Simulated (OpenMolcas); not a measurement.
Lines of Mn³⁺: computed and rescaled rates

| Property | Result |
| --- | --- |
| Program | OpenMolcas |
| Method | MS-CASPT2, IPEA 0.25 Eh, imaginary shift 0.1 Eh (closed shells correlated: 3s 3p) |
| Basis | ANO-RCC-VTZP [6s5p3d2f1g] |
| Scalar Hamiltonian | DKH2, point nucleus |
| Active space | 4 electrons in 5 orbitals (3d) |
| State averaging | 2S+1 = 5 even, 5 roots; 2S+1 = 3 even, 45 roots kept (CI in the orbitals of an earlier block); 2S+1 = 1 even, 50 roots kept (CI in the orbitals of an earlier block) |
| Spin-orbit coupling | RASSI with atomic mean-field integrals over the reference wave functions, term energies averaged over their components |

Rates come from the transition moments of the reference wave functions (E1 and E2 in the length form). At fixed line strength A goes as λ^-3 for E1 and M1 and as λ^-5 for E2, so a rate at the computed wavelength can be rescaled to the measured one. Measured vacuum wavelengths follow from level energies in Corliss and Sugar, J. Phys. Chem. Ref. Data 6, 1253 (1977). Branching counts decays inside the model space alone, at computed energies, and the table is only a selection of the E2 and M1 lines, drawn from those between levels with measured partners whose computed energy lies within a factor of 1.5 of the measured one.

```csv
Upper,Lower,Type,λ computed (nm),λ measured (nm),A computed (s-1),A rescaled (s-1),Branching %
3d⁴ ⁵D₁,3d⁴ ⁵D₀,M1,97370,101000,5.86e-05,5.25e-05,100.0
3d⁴ ⁵D₂,3d⁴ ⁵D₁,M1,50020,53250,4.54e-04,3.76e-04,100.0
3d⁴ ³H₅,3d⁴ ³H₄,M1,44750,51520,2.94e-04,1.93e-04,98.9
3d⁴ ³H₆,3d⁴ ³H₅,M1,39840,48900,3.53e-04,1.91e-04,98.2
3d⁴ ⁵D₃,3d⁴ ⁵D₂,M1,34700,37680,1.11e-03,8.67e-04,100.0
3d⁴ ⁵D₄,3d⁴ ⁵D₃,M1,27290,29980,1.33e-03,1.00e-03,100.0
3d⁴ ³G₄,3d⁴ ³F₄(1),M1,3449,3688,1.43e-02,,31.6
3d⁴ ³G₃,3d⁴ ³H₄,M1,2297,2404,2.04e-02,,32.9
3d⁴ ³G₅,3d⁴ ³H₆,M1,2287,2382,2.15e-02,,34.5
3d⁴ ³G₄,3d⁴ ³H₄,M1,2166,2278,1.89e-02,,41.6
3d⁴ ³G₅,3d⁴ ³H₅,M1,2163,2271,2.14e-02,,34.2
3d⁴ ³H₄,3d⁴ ⁵D₄,M1,476,490.3,1.03e-03,,83.7
3d⁴ ³P₀(1),3d⁴ ⁵D₁,M1,475,486.5,6.70e-01,,100.0
3d⁴ ³P₁(1),3d⁴ ⁵D₂,M1,465.6,476.4,5.20e-01,,88.4
3d⁴ ³P₂(1),3d⁴ ⁵D₃,M1,448.8,459.3,3.55e-01,,90.6
3d⁴ ³F₄(1),3d⁴ ⁵D₄,M1,440,453,3.86e-01,,82.2
3d⁴ ³F₃(1),3d⁴ ⁵D₃,M1,435.3,448.2,2.23e-01,,65.5
3d⁴ ³F₂(1),3d⁴ ⁵D₂,M1,431.4,444.4,9.38e-02,,56.7
3d⁴ ³D₃,3d⁴ ⁵D₄,M1,317.7,327.9,1.84e-01,,58.4
3d⁴ ³D₂,3d⁴ ⁵D₁,M1,308.5,318.7,9.30e-02,,36.2
3d⁴ ³D₁,3d⁴ ⁵D₁,M1,307.6,317.6,1.02e-01,,31.3
3d⁴ ³D₁,3d⁴ ⁵D₀,M1,306.7,316.6,1.12e-01,,34.5
3d⁴ ³F₄(2),3d⁴ ³H₆,E2,305.2,317.1,2.11e+00,1.74e+00,39.9
3d⁴ ³F₃(2),3d⁴ ³H₅,E2,302.1,314.3,2.00e+00,1.64e+00,37.3
3d⁴ ³F₂(2),3d⁴ ³H₄,E2,300.2,312.7,2.26e+00,1.84e+00,40.1
```

Spin-changing lines and M1 lines between different terms are not rescaled, since their strength hangs on the term gaps too.

The largest correction is for 3d⁴ ³H₆ → 3d⁴ ³H₅ (M1): 3.53e-04 × (39840 / 48900)^3 = 1.91e-04 s-1, a factor of 0.54.

The computed rate and branching of 3d⁴ ⁵D₁ → 3d⁴ ⁵D₀ give the upper level a radiative lifetime of 1.000 / 5.86e-05 s-1 = 1.71e+04 s, counting decays inside the model space alone. The rescaled rate gives about 1.9e+04 s.

These are rates of the free ion; in crystals, glasses and complexes forced electric-dipole and non-radiative decay shorten such lifetimes by orders of magnitude. No measured rate stands beside these. Rescaling mends the energy factor alone: line strengths can still be far off where a level mixes with configurations outside the active space, and weak or spin-changing lines hang on small mixing coefficients that depend on the term gaps too, so rescaling need not improve them.

Term energies are means over components that CASPT2 splits; among the terms shown or strongly mixed into the levels shown the widest spread is 440 cm-1 (3d⁴ ³F(2)). Terms from blocks run as CI alone lack orbitals of their own. The CASPT2 spread within a term exceeds the gap to the next term for 3d⁴ ³H and 3d⁴ ³P(1), so the order of their levels is uncertain. Computed and measured levels are paired by configuration, term and J; levels that our copy of the source lacks, or whose pairing is in doubt (as where it misses far off the trend of its configuration), stay unpaired. Levels of configurations outside the active space are missing.

A number in round brackets counts repeated terms of one configuration in the order of the reference energies.
